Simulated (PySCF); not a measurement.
Structure elucidation problem

Molecular formula: C5H11NOSi3. Simulated spectra:

¹H NMR (500 MHz, computed): δ 6.34 (m, 1H), 5.10 (m, 1H), 4.99 (m, 1H), 4.68 (m, 1H), 4.61 (m, 1H), 4.49 (m, 1H), 2.31 (s, 3H), 0.74 (m, 1H), 0.55 (m, 1H).

¹³C{¹H} NMR (computed): δ 160.5 (C), 127.7 (C), 99.9 (CH2), 24.0 (CH3), -8.8 (CH2).

How the numbers were obtained: coordinates at the GFN2-xTB level, shielding tensors at PBE0/pcSseg-1 (GIAO), in PySCF (averaged over atoms made equivalent by symmetry, fast rotation or ring inversion, no solvent model, one computed conformer, non-relativistic).

References, each an isolated molecule treated in the same way: ¹H, ¹³C vs TMS.

**Question.** Deduce the structure.

**Answer.** 
- Rings plus π bonds: 4 (1 ring in the answer).
- 5 carbon signals for 5 carbons: no two carbons are equivalent.
- Carbon types of the structure: 2 × C, 2 × CH2, 1 × CH3, leaving 4 H on heteroatoms.
- δC 160.5: alkene carbon bearing oxygen; an sp2 carbon further deshielded by the attached heteroatom.
- δC 127.7: nitrile carbon; typical of a nitrile.
- δC 99.9: β carbon of an enol-ether or enamine type C=C; the O or N lone pair pushes π density onto this β carbon and shields it.
- δC 24.0: allylic methyl carbon; a saturated carbon with 1 carbon neighbour and no heteroatom attached.
- δC -8.8: sp3 CH2 bonded to 2 Si; an electropositive neighbour leaves it electron-rich and shielded.
- δH 4.61, 4.49: hydrogen on a β carbon of an enol-ether or enamine type C=C; lone-pair donation from O or N shields it, upfield of ordinary alkene protons.
- δH 0.74, 0.55: hydrogen on an sp3 CH2 bonded to 2 Si; an electropositive neighbour shields it, as in TMS itself.

The compound is `C=C(C)O[Si@@H]1[SiH2]C[Si@@H]1C#N`.

The data come from this structure; uniqueness wasn't tested.

Shifts are as computed. Against solution values, carbons near 30 ppm lie about +3 ppm off and those near 130 ppm about +5 ppm. Of 1211 compounds with measured shifts, 218 miss one by over three times the rms of a fit or turn the order of signals round; such compounds aren't used in these exercises. No couplings were computed; multiplicities are counted from neighbouring protons, with m where these are inequivalent, close in shift, in a saturated or five-membered ring or joined by F or P, and br s for small geminal =CH2 splittings.
